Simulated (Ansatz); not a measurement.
Ansatz (a quantum-chemistry and plane-wave program) input (CCSD(T)/cc-pV(D+d)Z):
A basis named .json is the Basis Set Exchange file of that set.

Ansatz 0.2 input:
```yaml
crystal:
  periodic: [false, false, false]
  atoms:
    - {symbol: N, position_ang: [2.08561561, -0.13780306, -0.84352321]}
    - {symbol: Si, position_ang: [1.43572036, 0.17656400, 0.81849805]}
    - {symbol: O, position_ang: [-0.14200701, -0.68613641, 0.79016388]}
    - {symbol: Si, position_ang: [-1.52432227, -0.13202168, 0.18071685]}
    - {symbol: N, position_ang: [-1.47625781, 0.61842218, -1.39939122]}
    - {symbol: H, position_ang: [1.44204453, -0.06177593, -1.62531068]}
    - {symbol: H, position_ang: [2.56900504, -1.02353679, -0.92186622]}
    - {symbol: H, position_ang: [0.81783147, 1.56473778, 0.43668861]}
    - {symbol: H, position_ang: [-2.49296554, -1.26162482, 0.02419518]}
    - {symbol: H, position_ang: [-2.15600966, 0.89260335, 1.06037987]}
    - {symbol: H, position_ang: [-1.23876473, -0.00947371, -2.15698728]}
    - {symbol: H, position_ang: [-0.83016284, 1.40023480, -1.42701832]}
basis:
  gaussian:
    orbitals: cc-pV_D+d_Z.json
total_charge: -1
magnetization: {spin_polarized: false}
correlation: {method: ccsd_t, electrons: outside_noble_gas}
```

End of the output:

```
integrals: 0.24 GiB planned
1214 factors; integrals over basis functions are off by at most 1.5e-3 eV
0.76 GiB of device memory are held for the factors and their scratch space
mean field: 0.72 GiB planned
mean field evaluation 1: about -20836.0896 eV, gradient 3.4e1 eV
mean field evaluation 2: about -20836.0942 eV, gradient 3.4e1 eV
mean field evaluation 4: about -20839.0730 eV, gradient 4.1e0 eV
mean field evaluation 8: about -20839.1278 eV, gradient 9.5e-2 eV
mean field evaluation 16: about -20839.1181 eV, gradient 1.0e0 eV
mean field -20839.12790407 eV, -765.8238252064 hartree, gradient 2.0e-6 eV, S^2 0.000000; 0 other end points of the search recorded, 0 dependent functions left out
13 core orbitals not correlated
reference -20839.12790407 eV, -765.8238252064 hartree; 16, 16 occupied and 94, 94 virtual orbitals, 1214 factors
second order -20.04899441 eV of doubles, -0.00000000 eV of singles
coupled cluster: 2.86 GiB planned
cycle   1  -20.80695588 eV  change   -7.6e-1 eV  update   1.1e-1
cycle   2  -21.38956036 eV  change   -5.8e-1 eV  update   3.4e-2
cycle   3  -21.53207259 eV  change   -1.4e-1 eV  update   1.8e-2
cycle   4  -21.52456936 eV  change    7.5e-3 eV  update   4.2e-3
cycle   5  -21.52296523 eV  change    1.6e-3 eV  update   1.8e-3
cycle   6  -21.52338494 eV  change   -4.2e-4 eV  update   5.8e-4
cycle   7  -21.52310671 eV  change    2.8e-4 eV  update   2.3e-4
cycle   8  -21.52302793 eV  change    7.9e-5 eV  update   6.8e-5
cycle   9  -21.52304541 eV  change   -1.7e-5 eV  update   2.8e-5
perturbative correction -0.56800468 eV, -0.0208737871 hartree
Total energy: -20861.21895417 eV, -766.6356563235 hartree
```

It need not be the lowest isomer of its formula. Whether it binds its extra electron was not tested at this geometry.
